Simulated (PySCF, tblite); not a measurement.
Bond stretch in BO, doublet.

Levels of theory: ROKS-PBE = restricted open-shell PBE/cc-pVDZ (PySCF); GFN2-xTB, 300 K electronic temperature (tblite); UKS-PBE = unrestricted PBE/cc-pVDZ (PySCF); ROHF/cc-pVDZ (PySCF).

Energies are in eV, each relative to the lowest point of its own curve near equilibrium.

| R / Å | ROKS-PBE | GFN2-xTB | UKS-PBE | ROHF |
|---|---|---|---|---|
| 0.97 | 4.511 | 4.367 | 4.514 | (withheld) |
| 1.02 | 2.546 | 2.205 | 2.548 | 2.000 |
| 1.09 | 0.905 | 0.589 | 0.906 | 0.551 |
| 1.12 | 0.495 | 0.247 | 0.497 | 0.233 |
| 1.17 | 0.102 | (withheld) | 0.103 | 0.000 |
| 1.20 | (withheld) | 0.000 | (withheld) | (withheld) |
| 1.24 | 0.000 | 0.126 | 0.000 | 0.137 |
| 1.28 | 0.109 | 0.361 | 0.109 | 0.387 |
| 1.34 | 0.428 | 0.853 | 0.427 | 0.920 |
| 1.39 | 0.793 | 1.346 | 0.791 | 1.463 |

### Question
Complete the blanks.

### Answer

- 0.97, ROHF: 3.848
- 1.17, GFN2-xTB: 0.001
- 1.20, ROKS-PBE: 0.004
- 1.20, UKS-PBE: 0.005
- 1.20, ROHF: 0.003

The scan ran from 0.97 to 4.82 Å; beyond the distances shown one of the unrestricted levels run for this scan, shown here or not, changes its spin distribution in one step.
